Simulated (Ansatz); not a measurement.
Relaxation of the cluster CdCl3⁻ with UKS PBE0-D4/def2-SVPD.

```sh
$ ansatz run in.yaml --threads 4 --pin off --events-out ev --progress --plain --max-ram 3916MiB
```

```yaml
crystal:
  periodic: [false, false, false]
  atoms:
    - {symbol: Cd, position_ang: [0.000249, -0.000261, 0.000658]}
    - {symbol: Cl, position_ang: [0.068500, 2.419634, 0.061377]}
    - {symbol: Cl, position_ang: [-2.126928, -1.153288, 0.096735]}
    - {symbol: Cl, position_ang: [2.058188, -1.266095, -0.158770]}
basis:
  gaussian: {orbitals: def2-SVPD}
total_charge: -1
magnetization: {spin_polarized: true, initial_magnetization: 4}
hamiltonian: {xc: pbe0, dispersion: d4}
scf: {lower_state_search: "off"}
output: {orbitals: {seedname: orbitals}}
relax: {f_tol: 0.02, max_steps: 100}
```

Run time 1.8 min (4 threads of Arm Neoverse V1 on a shared host).

Positions (Å) and forces (eV/Å) at steps 1, 2, 3, 4, 5, 6, 7, 10, 13, 16, 19, 22, 25, 26, 27, 28, 29, 30, 31, 32, 33, 34, 35, 36 of 36:

```xyz
4
step=1 energy=-42103.8420 eV
Cd    0.000    0.000    0.001   -0.001    0.001    0.001
Cl    0.069    2.420    0.061    0.061    2.154    0.054
Cl   -2.127   -1.153    0.097   -1.894   -1.027    0.086
Cl    2.058   -1.266   -0.159    1.834   -1.128   -0.142
4
step=2 energy=-42105.0430 eV
Cd    0.000    0.000    0.001    0.000    0.000    0.000
Cl    0.074    2.615    0.066    0.029    1.018    0.026
Cl   -2.298   -1.246    0.105   -0.895   -0.485    0.041
Cl    2.224   -1.368   -0.172    0.867   -0.533   -0.067
4
step=3 energy=-42105.4195 eV
Cd    0.000    0.000    0.000    0.000    0.000    0.000
Cl    0.079    2.809    0.071    0.010    0.345    0.009
Cl   -2.469   -1.339    0.112   -0.303   -0.164    0.014
Cl    2.389   -1.470   -0.184    0.294   -0.181   -0.023
4
step=4 energy=-42105.5161 eV
Cd    0.000    0.000    0.000    0.000    0.000    0.000
Cl    0.085    3.009    0.077    0.002    0.066    0.002
Cl   -2.644   -1.434    0.121   -0.058   -0.032    0.003
Cl    2.559   -1.575   -0.197    0.057   -0.035   -0.004
4
step=5 energy=-42105.5307 eV
Cd    0.001    0.000    0.000    0.000    0.000    0.000
Cl    0.088    3.120    0.079   -0.002   -0.075   -0.002
Cl   -2.742   -1.487    0.125    0.066    0.036   -0.003
Cl    2.653   -1.633   -0.204   -0.064    0.039    0.005
4
step=6 energy=-42105.5344 eV
Cd    0.000    0.000    0.000    0.000    0.000    0.000
Cl    0.086    3.061    0.078    0.002    0.081    0.002
Cl   -2.690   -1.459    0.123   -0.072   -0.039    0.003
Cl    2.603   -1.602   -0.201    0.069   -0.043   -0.005
4
step=7 energy=-42105.5356 eV
Cd    0.000    0.000    0.000    0.000    0.000    0.000
Cl    0.087    3.092    0.079   -0.001   -0.036   -0.001
Cl   -2.717   -1.473    0.124    0.032    0.017   -0.001
Cl    2.630   -1.618   -0.203   -0.031    0.019    0.002
4
step=10 energy=-42105.5364 eV
Cd   -0.015   -0.027    0.000   -0.001    0.002    0.000
Cl    0.087    3.098    0.079   -0.001    0.005    0.000
Cl   -2.689   -1.459    0.123    0.001   -0.002    0.000
Cl    2.618   -1.612   -0.202    0.001   -0.005    0.000
4
step=13 energy=-42105.5367 eV
Cd   -0.008   -0.013    0.000   -0.003   -0.002    0.000
Cl    0.073    3.116    0.080   -0.002    0.009    0.000
Cl   -2.666   -1.464    0.121    0.002   -0.001    0.000
Cl    2.602   -1.638   -0.201    0.002   -0.006    0.000
4
step=16 energy=-42105.5372 eV
Cd    0.000    0.002    0.000   -0.005   -0.006    0.000
Cl    0.054    3.139    0.082   -0.002    0.014    0.001
Cl   -2.636   -1.470    0.119    0.004    0.000    0.000
Cl    2.582   -1.671   -0.201    0.003   -0.008    0.000
4
step=19 energy=-42105.5381 eV
Cd    0.010    0.020    0.000   -0.007   -0.010    0.000
Cl    0.030    3.170    0.084   -0.003    0.020    0.001
Cl   -2.595   -1.476    0.116    0.007    0.000    0.000
Cl    2.555   -1.713   -0.201    0.003   -0.010    0.000
4
step=22 energy=-42105.5398 eV
Cd    0.024    0.041    0.000   -0.010   -0.016    0.000
Cl   -0.002    3.210    0.087   -0.005    0.028    0.001
Cl   -2.540   -1.483    0.113    0.010    0.001   -0.001
Cl    2.519   -1.768   -0.200    0.005   -0.014   -0.001
4
step=25 energy=-42105.5626 eV
Cd    0.122    0.165   -0.003    0.006   -0.010   -0.001
Cl   -0.232    3.456    0.108   -0.018    0.052    0.003
Cl   -2.156   -1.497    0.089    0.004   -0.005    0.000
Cl    2.266   -2.124   -0.194    0.008   -0.037   -0.001
4
step=26 energy=-42105.6210 eV
Cd    0.175    0.219   -0.005    0.013   -0.013   -0.005
Cl   -0.335    3.559    0.117   -0.024    0.075    0.005
Cl   -1.983   -1.503    0.079    0.208   -0.051   -0.013
Cl    2.143   -2.275   -0.191   -0.196   -0.011    0.013
4
step=27 energy=-42105.7158 eV
Cd    0.173    0.269   -0.006    0.055    0.009   -0.002
Cl   -0.361    3.654    0.122   -0.024    0.083    0.003
Cl   -1.805   -1.577    0.067    0.281   -0.112   -0.020
Cl    1.994   -2.346   -0.183   -0.311    0.020    0.019
4
step=28 energy=-42105.8581 eV
Cd    0.175    0.310   -0.005    0.087    0.041   -0.002
Cl   -0.379    3.733    0.125   -0.023    0.088    0.003
Cl   -1.626   -1.656    0.054    0.402   -0.188   -0.030
Cl    1.830   -2.387   -0.174   -0.466    0.060    0.029
4
step=29 energy=-42106.0691 eV
Cd    0.192    0.342   -0.004    0.121    0.060   -0.006
Cl   -0.390    3.788    0.127   -0.020    0.078    0.003
Cl   -1.449   -1.737    0.041    0.524   -0.256   -0.038
Cl    1.648   -2.394   -0.164   -0.625    0.119    0.041
4
step=30 energy=-42106.3003 eV
Cd    0.221    0.366   -0.005    0.151    0.035   -0.008
Cl   -0.397    3.821    0.128   -0.018    0.058    0.003
Cl   -1.279   -1.818    0.028    0.326   -0.231   -0.026
Cl    1.455   -2.369   -0.152   -0.459    0.138    0.031
4
step=31 energy=-42106.2845 eV rejected
Cd    0.286    0.375   -0.009    0.104    0.166   -0.002
Cl   -0.398    3.835    0.129   -0.017    0.043    0.002
Cl   -1.155   -1.907    0.018   -1.014   -0.004    0.061
Cl    1.268   -2.303   -0.139    0.926   -0.205   -0.062
4
step=32 energy=-42106.3560 eV
Cd    0.298    0.387   -0.009    0.042   -0.087   -0.005
Cl   -0.404    3.847    0.129   -0.016    0.043    0.002
Cl   -1.259   -1.898    0.025    0.136   -0.022   -0.009
Cl    1.365   -2.335   -0.145   -0.162    0.066    0.011
4
step=33 energy=-42106.3621 eV
Cd    0.350    0.364   -0.012    0.031   -0.027   -0.002
Cl   -0.417    3.846    0.130   -0.015    0.036    0.002
Cl   -1.248   -1.906    0.024   -0.135    0.009    0.008
Cl    1.315   -2.304   -0.142    0.119   -0.019   -0.008
4
step=34 energy=-42106.3659 eV
Cd    0.383    0.352   -0.014    0.015   -0.041   -0.002
Cl   -0.435    3.861    0.131   -0.013    0.029    0.002
Cl   -1.266   -1.902    0.025   -0.024    0.014    0.002
Cl    1.319   -2.311   -0.142    0.022   -0.002   -0.001
4
step=35 energy=-42106.3693 eV
Cd    0.451    0.262   -0.019    0.022    0.074    0.001
Cl   -0.497    4.012    0.138   -0.003   -0.001    0.000
Cl   -1.270   -1.894    0.026   -0.017   -0.035    0.000
Cl    1.316   -2.379   -0.145   -0.002   -0.038   -0.001
4
step=36 energy=-42106.3710 eV
Cd    0.506    0.282   -0.021    0.001   -0.014    0.000
Cl   -0.529    4.001    0.140   -0.003   -0.003    0.000
Cl   -1.273   -1.869    0.026    0.011    0.012    0.000
Cl    1.296   -2.413   -0.145   -0.008    0.005    0.001
```

In the def2 sets Cd takes a core potential; there is no spin–orbit coupling. The highest occupied level of the charge -1 quintet lies above zero (up to 1.41 eV). It is a level of α spin, whose loss leaves a quartet; that state wasn't run at this geometry and level. The electron is either unbound and held by the finite basis, or the level is raised by self-interaction error. In the quintet geometry the species has come apart into loosely held pieces. In the quintet, Cl3 and Cl4 lie 2.63 Å apart (atoms count from 1), so these atoms are partly bonded to each other. The relaxation made no stability test and no search for a lower SCF solution. At PBE0-D4/def2-SVPD a singlet of charge -1 lies 9.17 eV below the quintet, each at its own geometry. The structure comes from a short search, and lower isomers may exist.
